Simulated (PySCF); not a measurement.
# Excitation energy of Hg²⁺ by level of theory

Hg²⁺ [Xe] 4f14 5d10 (1S) → Hg²⁺ [Xe] 4f14 5d9 6p1 (high-spin determinant), as a difference of total energies. Computed with PySCF 2.14 in aug-cc-pwCVDZ-PP with ECP60MDF (6s6p5d3f, 70 functions), with a scalar-relativistic core potential. Correlated levels: valence and next inner shell: nothing frozen outside the core potential. The calculations carry no spin-orbit coupling.

| method | excitation energy (eV) |
| --- | --- |
| UHF | 14.061 |
| MP2 (valence and next inner shell) | 14.611 |
| SCS-MP2 (valence and next inner shell) | 14.612 |
| CCSD (valence and next inner shell) | 14.394 |
| CCSD(T) (valence and next inner shell) | 14.375 |

Task: How much does correlation contribute at CCSD(T) (valence and next inner shell)?

Result: 14.375 − (14.061) = 0.314 eV, measured against UHF.

The determinant of the upper state mixes LS terms, which raises its energy above the lowest term, most at the Hartree-Fock and MP2 levels.
